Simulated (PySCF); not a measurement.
Computed IR spectrum (relative IR intensity) of a molecule C2H10N2Si2. Geometry: PBE0-D3(BJ)/def2-SVP. Other conformers were not sampled. These are PySCF with PBE0-D3(BJ)/def2-SVP values and carry that method's errors. Frequencies are harmonic and unscaled.

Lines under 2 % of the strongest are left out, and lines within 2 cm⁻¹ are merged.

ν (cm⁻¹): 247 (w), 293 (m), 330 (m), 432 (w), 487 (m), 509 (w), 588 (w), 648 (w), 695 (vw), 709 (w), 745 (w), 771 (m), 809 (m), 844 (m), 877 (m), 889 (s), 927 (s), 953 (m), 979 (m), 1013 (s), 1130 (w), 1187 (w), 1216 (w), 1366 (m), 1374 (w), 1532 (m), 2187 (vs), 2214 (vs), 2994 (m), 3073 (w), 3620 (w), 3629 (w), 3727 (w) (against the strongest line: vs over 80 %, s over 45 %, m over 15 %, w over 4 %, vw less)

Identify the compound among the candidates.
A) CNC1[SiH2]N[SiH2]1
B) CN[Si@@H]1NC[SiH2]1
C) N[Si]1([SiH3])CNC1
D) N[Si@@H]1C[SiH2]CN1

D, N[Si@@H]1C[SiH2]CN1
